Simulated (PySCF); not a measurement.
H2BrO2Sb, singlet, geometry from GFN2-xTB (all electrons, no relativity), with bond 2-1 at 1.8 times its length; CASSCF(6,5)/STO-3G (PySCF).

Input for PySCF:
```python
from pyscf import gto, scf, mcscf
import numpy

mol = gto.M(
    atom='''
Sb    0.256991    0.510895    0.637847
Br   -1.433843   -2.935950   -1.795303
O    -0.603906    1.884686   -0.411043
H    -1.526342    2.036148   -0.213389
O     1.825121    0.732562   -0.466892
H     2.532744    0.110863   -0.306716
''',
    basis='sto-3g',
    charge=0,
    spin=0,
    verbose=4,
)

mf = scf.RHF(mol)
mf.kernel()
mc = mcscf.CASSCF(mf, 5, 6)
mc.fix_spin_(ss=0.0)
mc.kernel()
occ = numpy.linalg.eigvalsh(mc.fcisolver.make_rdm1(mc.ci, mc.ncas, mc.nelecas))[::-1]
ss = mc.fcisolver.spin_square(mc.ci, mc.ncas, mc.nelecas)[0]
print('natural occupations', occ.round(4), ' <S^2>', round(ss, 4))
```

The log (banner, timings and long lists left out):

```
PySCF version 2.14.0

[INPUT] verbose = 4
[INPUT] num. atoms = 6
[INPUT] num. electrons = 104
[INPUT] charge = 0
[INPUT] spin (= nelec alpha-beta = 2S) = 0
[INPUT] symmetry False subgroup None
[INPUT] Mole.unit = angstrom
[INPUT] Symbol           X                Y                Z      unit          X                Y                Z       unit  Magmom
[...]
nuclear repulsion = 542.3743483371
number of shells = 27
number of NR pGTOs = 171
number of NR cGTOs = 57
basis = sto-3g
ecp = {}

******** <class 'pyscf.scf.hf.RHF'> ********
method = RHF
initial guess = minao
damping factor = 0
level_shift factor = 0
DIIS = <class 'pyscf.scf.diis.CDIIS'>
diis_start_cycle = 1
diis_space = 8
diis_damp = 0
SCF conv_tol = 1e-09
SCF conv_tol_grad = None
SCF max_cycles = 50
direct_scf = True
direct_scf_tol = 1e-13
Set gradient conv threshold to 3.16228e-05
Initial guess from minao.
init E= -8922.18129616118
[...]
cycle= 1 E= -8944.57922039605  delta_E= -22.4  |g|= 0.439  |ddm|= 3.08
[...]
cycle= 2 E= -8944.62178594714  delta_E= -0.0426  |g|= 0.254  |ddm|= 2.64
[...]
cycle= 3 E= -8944.67929196741  delta_E= -0.0575  |g|= 0.082  |ddm|= 1.78
[...]
cycle= 4 E= -8944.69612182295  delta_E= -0.0168  |g|= 0.0428  |ddm|= 0.896
[...]
cycle= 5 E= -8944.69771092128  delta_E= -0.00159  |g|= 0.00591  |ddm|= 0.152
[...]
cycle= 6 E= -8944.69777248541  delta_E= -6.16e-05  |g|= 0.00269  |ddm|= 0.0341
[...]
cycle= 7 E= -8944.69778717686  delta_E= -1.47e-05  |g|= 0.000665  |ddm|= 0.0186
[...]
cycle= 8 E= -8944.69778820223  delta_E= -1.03e-06  |g|= 0.000251  |ddm|= 0.00481
[...]
cycle= 9 E= -8944.69778840064  delta_E= -1.98e-07  |g|= 0.000123  |ddm|= 0.00218
[...]
cycle= 10 E= -8944.69778850234  delta_E= -1.02e-07  |g|= 9.04e-05  |ddm|= 0.00174
[...]
cycle= 11 E= -8944.69778858466  delta_E= -8.23e-08  |g|= 7.91e-05  |ddm|= 0.00168
[...]
cycle= 12 E= -8944.69778876857  delta_E= -1.84e-07  |g|= 5.19e-05  |ddm|= 0.00501
[...]
cycle= 13 E= -8944.69778887385  delta_E= -1.05e-07  |g|= 1.11e-05  |ddm|= 0.00659
[...]
cycle= 14 E= -8944.69778887613  delta_E= -2.28e-09  |g|= 2.88e-06  |ddm|= 0.001
[...]
cycle= 15 E= -8944.69778887624  delta_E= -1.09e-10  |g|= 7.67e-07  |ddm|= 0.0001
[...]
Extra cycle  E= -8944.69778887619  delta_E= 5.09e-11  |g|= 4.98e-07  |ddm|= 5.13e-06
converged SCF energy = -8944.69778887619

******** <class 'pyscf.mcscf.mc1step.CASSCF'> ********
CAS (3e+3e, 5o), ncore = 49, nvir = 3
max_cycle_macro = 50
max_cycle_micro = 4
conv_tol = 1e-07
conv_tol_grad = None
orbital rotation max_stepsize = 0.02
orbital rotation threshold for CI restart = 0.01
augmented hessian ah_max_cycle = 30
augmented hessian ah_conv_tol = 1e-12
augmented hessian ah_linear dependence = 1e-14
augmented hessian ah_level shift = 1e-08
augmented hessian ah_start_tol = 2.5
augmented hessian ah_start_cycle = 3
augmented hessian ah_grad_trust_region = 3
kf_trust_region = 3
kf_interval = 4
ci_response_space = 4
ci_grad_trust_region = 3
with_dep4 0
natorb = False
canonicalization = True
sorting_mo_energy = False
ao2mo_level = 2
internal_rotation = False
******** <class 'pyscf.fci.addons.SpinPenaltyFCISolver'> ********
max. cycles = 50
conv_tol = 1e-08
davidson only = True
linear dependence = 1e-12
level shift = 0.001
max iter space = 12
nroots = 1
pspace_size = 400
spin = None
CASCI E = -8944.80317953644  S^2 = 0.0000000
Set conv_tol_grad to 0.000316228
macro iter   1 ( 16 JK    4 micro), CASSCF E = -8944.80619106954  dE = -3.01153310e-03  S^2 = 0.0000000
               |grad[o]|=0.0598  |grad[c]|=0.00413  |ddm|=0.00186  |maxRot[o]|=0.129
macro iter   2 ( 12 JK    3 micro), CASSCF E = -8944.80619160832  dE = -5.38781023e-07  S^2 = 0.0000000
               |grad[o]|=0.00195  |grad[c]|=0.000207  |ddm|=0.000461  |maxRot[o]|=0.0606
macro iter   3 ( 12 JK    3 micro), CASSCF E = -8944.80619272172  dE = -1.11339432e-06  S^2 = 0.0000000
               |grad[o]|=0.00194  |grad[c]|=0.00197  |ddm|=0.000475  |maxRot[o]|=0.0729
[...]
               |grad[o]|=0.0012  |grad[c]|=0.0003  |ddm|=0.000258  |maxRot[o]|=0.0169
macro iter  33 ( 10 JK    3 micro), CASSCF E = -8944.83433052166  dE = -2.49289005e-05  S^2 = 0.0000000
               |grad[o]|=0.0132  |grad[c]|=0.000256  |ddm|=0.000506  |maxRot[o]|=0.0189
macro iter  34 (  4 JK    1 micro), CASSCF E = -8944.83433217151  dE = -1.64985249e-06  S^2 = 0.0000000
               |grad[o]|=0.000885  |grad[c]|=0.000172  |ddm|=0.000636  |maxRot[o]|=0.00654
macro iter  35 ( 21 JK    4 micro), CASSCF E = -8944.83434674471  dE = -1.45732047e-05  S^2 = 0.0000000
               |grad[o]|=0.00423  |grad[c]|=0.000332  |ddm|=0.00887  |maxRot[o]|=0.0591
macro iter  36 (  4 JK    1 micro), CASSCF E = -8944.83434770787  dE = -9.63154889e-07  S^2 = 0.0000000
               |grad[o]|=0.00098  |grad[c]|=0.00017  |ddm|=0.000563  |maxRot[o]|=0.00489
macro iter  37 ( 21 JK    4 micro), CASSCF E = -8944.83440450083  dE = -5.67929601e-05  S^2 = 0.0000000
               |grad[o]|=0.00128  |grad[c]|=0.00166  |ddm|=0.0422  |maxRot[o]|=0.235
macro iter  38 ( 21 JK    4 micro), CASSCF E = -8944.83445921228  dE = -5.47114541e-05  S^2 = 0.0000000
               |grad[o]|=0.0019  |grad[c]|=0.00131  |ddm|=0.0409  |maxRot[o]|=0.216
macro iter  39 ( 21 JK    4 micro), CASSCF E = -8944.83451888980  dE = -5.96775153e-05  S^2 = 0.0000000
               |grad[o]|=0.00161  |grad[c]|=0.0021  |ddm|=0.00909  |maxRot[o]|=0.127
macro iter  40 (  6 JK    1 micro), CASSCF E = -8944.83453417718  dE = -1.52873799e-05  S^2 = 0.0000000
               |grad[o]|=0.000522  |grad[c]|=0.000902  |ddm|= 0.01  |maxRot[o]|=0.0599
macro iter  41 (  6 JK    1 micro), CASSCF E = -8944.83454237621  dE = -8.19903289e-06  S^2 = 0.0000000
               |grad[o]|=0.000725  |grad[c]|=0.000808  |ddm|=0.00922  |maxRot[o]|=0.0599
macro iter  42 ( 22 JK    4 micro), CASSCF E = -8944.83452167411  dE =  2.07020967e-05  S^2 = 0.0000000
               |grad[o]|=0.00215  |grad[c]|=0.00156  |ddm|=0.0362  |maxRot[o]|=0.206
macro iter  43 ( 19 JK    4 micro), CASSCF E = -8944.83454785927  dE = -2.61851510e-05  S^2 = 0.0000000
               |grad[o]|=0.00241  |grad[c]|=0.000345  |ddm|=0.00101  |maxRot[o]|=0.0301
macro iter  44 ( 26 JK    4 micro), CASSCF E = -8944.83455096981  dE = -3.11054282e-06  S^2 = 0.0000000
               |grad[o]|=0.00063  |grad[c]|=0.000123  |ddm|=0.000269  |maxRot[o]|=0.0206
macro iter  45 (  5 JK    1 micro), CASSCF E = -8944.83455125657  dE = -2.86765498e-07  S^2 = 0.0000000
               |grad[o]|=0.000233  |grad[c]|=0.000101  |ddm|=0.000107  |maxRot[o]|=0.0129
macro iter  46 ( 28 JK    4 micro), CASSCF E = -8944.83455199192  dE = -7.35346475e-07  S^2 = 0.0000000
               |grad[o]|=0.000446  |grad[c]|=0.000102  |ddm|=0.000375  |maxRot[o]|=0.0262
macro iter  47 ( 28 JK    4 micro), CASSCF E = -8944.83455225576  dE = -2.63844413e-07  S^2 = 0.0000000
               |grad[o]|=0.000167  |grad[c]|=4.62e-05  |ddm|=0.000118  |maxRot[o]|=0.00455
macro iter  48 ( 25 JK    4 micro), CASSCF E = -8944.83455378739  dE = -1.53162364e-06  S^2 = 0.0000000
               |grad[o]|=0.000406  |grad[c]|=5.68e-05  |ddm|=9.45e-05  |maxRot[o]|=0.0299
macro iter  49 ( 25 JK    4 micro), CASSCF E = -8944.83455411715  dE = -3.29760951e-07  S^2 = 0.0000000
               |grad[o]|=0.000787  |grad[c]|=5.51e-05  |ddm|=0.000246  |maxRot[o]|=0.00655
macro iter  50 ( 26 JK    4 micro), CASSCF E = -8944.83455431630  dE = -1.99148417e-07  S^2 = 0.0000000
               |grad[o]|=0.000304  |grad[c]|=7.07e-05  |ddm|=0.000254  |maxRot[o]|=0.0173
1-step CASSCF not converged,  50 macro (806 JK 160 micro) steps
CASSCF canonicalization
Density matrix diagonal elements [1.94987158 1.00827683 1.81901488 1.17176602 0.05107069]
CASSCF energy = -8944.83455431630
CASCI E = -8944.83455431630  E(CI) = -7.43067023761978  S^2 = 0.0000000
natural occupations [1.9836 1.9499 1.1051 0.9104 0.051 ]  <S^2> 0.0
```

The run did not converge; its last values are not results.
